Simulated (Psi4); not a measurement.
HCu (SMILES [CuH]), singlet, geometry from GFN2-xTB (such geometries of metal compounds can be far from the true shape). Base run: M06-2X/def2-SVP run with Psi4.

Here is a job for Psi4.
```
memory 2 GB

molecule mol {
0 1
  Cu   -0.000000   -0.000000   -0.047474
  H     0.000000    0.000000    1.376745
}

set basis def2-svp
set reference rks

energy('m06-2x')
print_variables()
```

Variants of this job, named by their change:

```tsv
change	ΔE vs base (mEh)	SCF cycles	grid points	basis functions
base	0.000	12	43793	36
dft_pruning_scheme = treutler	-0.296	12	24227	36
dft_spherical_points = 974	-0.002	12	140215	36
guess = modhuckel	0.000	12	43793	36
cholesky_tolerance = 1e-3 (with scf_type cd)	…	12	43793	36
guess = sadno	0.000	12	43793	36
scf_initial_accelerator = none	0.000	17	43793	36
puream = true	0.000	12	43793	36
guess = core	0.000	13	43793	36
basis_guess = sto-3g	0.000	11	43793	36
scf_type = dfdirj+link	-0.065	12	43793	36
scf_type = dfdirj+cosx	…	13	43793	36
level_shift = 1.0	0.000	10	43793	36
```

Some entries are withheld; supply them.


- cholesky_tolerance = 1e-3 (with scf_type cd), ΔE vs base (mEh): -3.527
- scf_type = dfdirj+cosx, ΔE vs base (mEh): 12.943
